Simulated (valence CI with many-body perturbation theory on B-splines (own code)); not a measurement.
**Basis-set convergence for Br³⁰⁺**

Computed by relativistic CI+MBPT: three valence electrons over a frozen Dirac-Fock core [He], a basis of 9 s, 9 p, 8 d, 6 f, 3 g, 1 h functions for each j, with the one-electron correlation potential Σ1 (screened to all orders), the two-electron term Σ2, the three-electron term Σ3, Breit, model QED; selected single and double excitations, second order for the rest, scaled by the run's own slope (own B-spline code, finite nucleus).

No measured spectrum was set against this ion. As an estimate, large intervals hold to a few tenths of a per cent, small ones and those within an open d or f shell to about a per cent.

The reference run has the lowest level (2s^2 2p1/2) J=1/2 and an ionisation energy of 3524.15 eV. Its largest variational space holds 10807 state functions.

Levels are named by their leading jj configuration (3d3/2^4 stands for four electrons in 3d with j = 3/2), which in mixed levels can hold well under half, so a name can repeat and another be missing. Letters in brackets count levels of one name in rising energy.

Changed runs:
A. basis 6 s, 6 p, 5 d, 3 f, 1 g
B. basis 5 s, 5 p, 4 d, 2 f

Excitation energies of the reference run in cm⁻¹, and shifts in cm⁻¹:

| Level | Reference | A | B |
| --- | --- | --- | --- |
| (2s^2 2p3/2) J=3/2 | 435517 | -1.9 | -15 |
| (2s 2p1/2^2) J=1/2 | 665914 | -105 | -299 |
| (2s 2p1/2 2p3/2) J=3/2 [a] | 937529 | -154 | -454 |
| (2s 2p1/2 2p3/2) J=5/2 | 1069480 | -70 | -236 |
| (2s 2p1/2 2p3/2) J=3/2 [b] | 1339710 | +121 | +381 |
| (2s 2p1/2 2p3/2) J=1/2 | 1419430 | +117 | +413 |
| (2s 2p3/2^2) J=5/2 | 1540000 | +45 | +135 |
| (2s 2p3/2^2) J=1/2 | 1884710 | +152 | +523 |
| (2s 2p3/2^2) J=3/2 | 1895800 | +134 | +448 |
| (2p1/2^2 2p3/2) J=3/2 | 2136290 | -3.4 | +8.1 |
| (2p1/2 2p3/2^2) J=3/2 | 2468450 | +12 | +51 |
| (2p1/2 2p3/2^2) J=5/2 | 2560950 | +120 | +338 |
| Ionisation energy (eV) | 3524.15 | -0.015 | -0.06 |
